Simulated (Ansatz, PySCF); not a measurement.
System: CH3ClFSi, net charge 0, doublet state. It need not be the lowest isomer of its formula. 
Structure (B3LYP-D3(BJ)/def2-TZVP (Ansatz, an electronic-structure program) minimum search):
```
C
H 1 1.0899
H 1 1.0906 2 109.14
H 1 1.0930 2 109.05 3 -119.07
Si 1 1.8709 2 110.32 3 121.42
F 5 1.6078 1 107.97 2 177.04
Cl 5 2.0718 6 107.18 1 117.86
```
Charge 0, spin multiplicity 2.

Dipole moments at this geometry, in debye (magnitudes).

```
level                    program  dipole (D)
-----------------------  -------  ----------
HF/def2-TZVPD              PySCF        2.28
PBE/def2-TZVPD            Ansatz        2.10
BLYP/def2-TZVPD           Ansatz        2.09
B97M-V/def2-TZVPD         Ansatz        2.13
B3LYP/def2-TZVPD          Ansatz        2.16
PBE0/def2-TZVPD           Ansatz        2.18
BHLYP/def2-TZVPD          Ansatz        2.24
TPSSh/def2-TZVPD           PySCF        2.11
r2SCAN0/def2-TZVPD        Ansatz        2.19
M06-2X/def2-TZVPD          PySCF        2.22
HSE06/def2-TZVPD          Ansatz        2.18
LC-wPBE/def2-TZVPD        Ansatz        2.21
wB97M-V/def2-TZVPD        Ansatz        2.15
CCSD(T)/aug-cc-pV(D+d)Z   Ansatz        2.10
```
